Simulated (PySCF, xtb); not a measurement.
Si(F)(Cl)(Me)(OH) (CH4ClFOSi), SMILES C[Si](O)(F)Cl. The values are those of a single conformer.

Harmonic wavenumbers (cm⁻¹) from GFN2-xTB run with xtb at its own minimum, in rising order: 66, 140, 165, 205, 215, 250, 279, 486, 734, 760, 816, 843, 862, 951, 1382, 1464, 1466, 3045, 3053, 3056, 3635.

Q: What does PBE0-D3(BJ)/def2-SVP (PySCF 2.14.0) give at its own minimum? (Estimate from the structure and the level; the computed values follow.)

A: 121, 163, 197, 247, 268, 309, 339, 533, 727, 765, 790, 835, 920, 982, 1280, 1421, 1422, 3072, 3182, 3187, 3933. Paired by order, the mean absolute difference is 61 cm⁻¹ and the zero-point energies are 34.1 and 35.3 kcal/mol.
